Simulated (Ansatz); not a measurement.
Isolated molecules relaxed with PBE0-D4/def2-TZVP in Ansatz; ΔE leaves out vibrations. CCSD(T)/CBS adds triple-zeta CCSD(T) − MP2 to the extrapolated MP2 energy (def2 sets, frozen cores). This one scheme is used for every species. Functionals use def2-TZVPP. HSE06 is defined as in plane-wave codes. For Br outer-core shells are correlated without core-valence functions, which leaves a few kJ/mol of doubt a bond. Scalar relativity is left out up to krypton.

Consider the formal loss of a carbene: `ClC(Cl)(Br)Br` → Br₂ + `Cl[C]Cl`.

Task: Is it downhill or uphill in electronic energy at CCSD(T)/CBS, and by how much? (Estimate.)

Result: Ansatz gave: Uphill: ΔE = +62.9 kcal/mol.

Task: What do these levels give: B97M-V, HSE06-D4, PBE-QIDH, CCSD/def2-SVP, MP2/def2-TZVPP, CCSD(T)/def2-TZVPP? (Estimate.)

Result: Ansatz gave: B97M-V 57.1, HSE06-D4 63.4, PBE-QIDH 67.7, CCSD/def2-SVP 61.3, MP2/def2-TZVPP 73.5, CCSD(T)/def2-TZVPP 61.6 kcal/mol.

Largest T1 diagnostic among the species: 0.020, so the coupled-cluster value is less sure than usual.

From BLYP to BHLYP (50 % exact exchange), in def2-TZVPP and without D4, ΔE moves by +9.1 kcal/mol. In def2-TZVPP, CCSD(T) changes the Hartree–Fock value by +14.4 kcal/mol (the triples alone add +1.0 kcal/mol) and MP2 by +26.4 kcal/mol. Leaving LDA and LC-ωPBE aside and taking each functional with its dispersion term where it has one, the values, not all of them listed here, spread over 13.8 kcal/mol, from BLYP-D4 to PBE-QIDH. LDA lies +16.2 kcal/mol from PBE without D4.
